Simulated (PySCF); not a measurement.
SMILES C[C@@H]1COC=C[Si@@H]1F, C5H9FOSi

Geometry (Å), atoms numbered from 1 in this order:
```xyz
17

C    -2.114    0.000   -0.522
C    -0.722   -0.440   -0.083
C    -0.347    0.262    1.223
O     0.857   -0.182    1.826
C     1.993   -0.149    1.112
C     2.138    0.010   -0.207
Si    0.656   -0.027   -1.332
F     0.333    1.430   -1.968
H    -2.853   -0.220    0.247
H    -2.131    1.070   -0.718
H    -2.402   -0.517   -1.434
H    -0.743   -1.517    0.111
H    -1.110    0.098    1.991
H    -0.268    1.344    1.038
H     2.841   -0.269    1.778
H     3.145    0.033   -0.592
H     0.720   -0.915   -2.480
```

Computed with TDDFT CAM-B3LYP/def2-SVPD circular dichroism and optical rotation, one conformer, gas phase (PySCF 2.14.0). Geometry: GFN2-xTB.

States above about 8.5 eV (minus the energy of the highest occupied orbital) lie near or above the ionisation threshold and depend on the basis. Singlets 2 and 3 lie within 0.01 eV of each other, so their separate moments and overlaps can depend on how they mix.

Draw the ECD and absorption spectra from the lowest 16 states, each a Gaussian of half-width 0.2 eV at 1/e height.


| E (eV) | λ (nm) | Δε (L mol⁻¹ cm⁻¹) | ε (L mol⁻¹ cm⁻¹) |
| --- | --- | --- | --- |
| 5.62 | 220 | +0.08 | 24.8 |
| 5.77 | 215 | +1.83 | 601 |
| 5.92 | 209 | +14.38 | 4730 |
| 6.07 | 204 | +36.72 | 12100 |
| 6.22 | 199 | +30.45 | 10000 |
| 6.37 | 194 | +8.33 | 2720 |
| 6.52 | 190 | +2.42 | 552 |
| 6.67 | 186 | +7.00 | 1310 |
| 6.82 | 182 | +9.31 | 1760 |
| 6.97 | 178 | +3.97 | 777 |
| 7.12 | 174 | -0.80 | 362 |
| 7.27 | 170 | -9.23 | 1860 |
| 7.42 | 167 | -21.26 | 4840 |
| 7.57 | 164 | -18.93 | 5110 |
| 7.72 | 161 | -11.98 | 2790 |
| 7.87 | 157 | -10.86 | 1710 |
| 8.02 | 155 | -6.66 | 2260 |
| 8.17 | 152 | +3.27 | 4930 |
| 8.32 | 149 | +16.97 | 8260 |
| 8.47 | 146 | +20.18 | 6650 |
| 8.62 | 144 | +11.82 | 3940 |

Δε uses R in velocity form, ε uses f in length form. Only the states computed contribute, so the short-wavelength end is incomplete.
